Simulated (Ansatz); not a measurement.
Calculated with Ansatz (gas phase, PBE0-D4/def2-TZVP geometries, no zero-point term in ΔE). CCSD(T)/CBS adds triple-zeta CCSD(T) − MP2 to the extrapolated MP2 energy (def2 sets, frozen cores). This one scheme is used for every species. Functionals use def2-TZVPP. B3LYP here is the variant with VWN-RPA as its local correlation; programs differ in this. For Ge outer-core shells are correlated without core-valence functions, which leaves a few kJ/mol of doubt a bond. Scalar relativity is left out up to krypton. Each species was taken in one conformer, which may not be the lowest.

Reaction (cleavage of the Si–B bond): `B[SiH](N)F` + `[NH2][GeH2][OH]` → `[NH2][GeH2][O][SiH](N)F` + BH₃

`B[SiH](N)F`:

Z-matrix (Å, degrees):
```
Si
N 1 1.703
F 1 1.613 2 114.6
B 1 2.005 2 106.3 3 117.9
H 1 1.484 2 105.9 3 -115.4
H 2 1.006 1 122.8 3 86.5
H 2 1.006 1 122.2 3 -72.9
H 4 1.195 1 123.8 2 123.8
H 4 1.198 1 119.3 2 -54.0
```

`[NH2][GeH2][OH]`:

Cartesian coordinates in Å:
```
N 0.995 0.879 -0.443
Ge -0.182 -0.212 0.413
O -0.658 -1.415 -0.809
H 0.608 1.564 -1.075
H 1.705 1.300 0.135
H -1.488 0.462 0.899
H 0.584 -0.871 1.573
H -1.565 -1.707 -0.695
```

`[NH2][GeH2][O][SiH](N)F`:

```xyz
13

N     1.118   -1.817    0.076
Ge   -0.676   -1.594    0.277
O    -1.280   -0.072   -0.470
Si   -0.499    1.320   -0.695
N     0.424    1.700    0.696
F     0.585    1.225   -1.866
H     1.663   -1.065    0.478
H     1.421   -1.966   -0.877
H    -1.000   -1.489    1.772
H    -1.416   -2.715   -0.458
H    -1.489    2.323   -1.137
H    -0.036    1.793    1.587
H     1.184    2.358    0.617
```

BH₃:

Z-matrix (Å, degrees):
```
B
H 1 1.193
H 1 1.193 2 120.0
H 1 1.193 2 120.0 3 180.0
```

```csv
level,ΔE (kJ/mol),difference from CCSD(T)/CBS
PBE-D4,-145.1,24.3
r2SCAN-D4,-166.5,2.9
PBE0-D4,-156.3,13.1
B3LYP-D4,-169.4,0.0
ωB97M-V,-172.5,-3.1
B2PLYP,-168.8,0.6
PBE,-138.2,31.2
B3LYP,-158.6,10.8
HF/def2-TZVPP,-185.0,-15.6
SCS-MP2/def2-TZVPP,-179.4,-10.0
CCSD/def2-TZVPP,-173.4,-4.0
CCSD(T)/def2-TZVPP,-172.8,-3.4
MP2/def2-QZVPP,-178.1,-8.7
HF/CBS(def2),-185.8,-16.4
MP2/CBS(def2),-176.4,-7.0
CCSD/CBS(def2),-170.0,-0.6
CCSD(T)/CBS,-169.4,0
```

Largest T1 diagnostic among the species: 0.012.

The D4 term adds −10.8 kJ/mol with B3LYP and −6.4 kJ/mol with PBE0; it sums over pairs of atoms, weighted by their polarisabilities, and B3LYP, whose exchange is more repulsive, gets the larger term. In def2-TZVPP, CCSD(T) changes the Hartree–Fock value by +12.2 kJ/mol (the triples alone add +0.6 kJ/mol) and MP2 by +5.2 kJ/mol. From PBE to PBE0 (25 % exact exchange), in def2-TZVPP and without D4, ΔE moves by −11.8 kJ/mol.
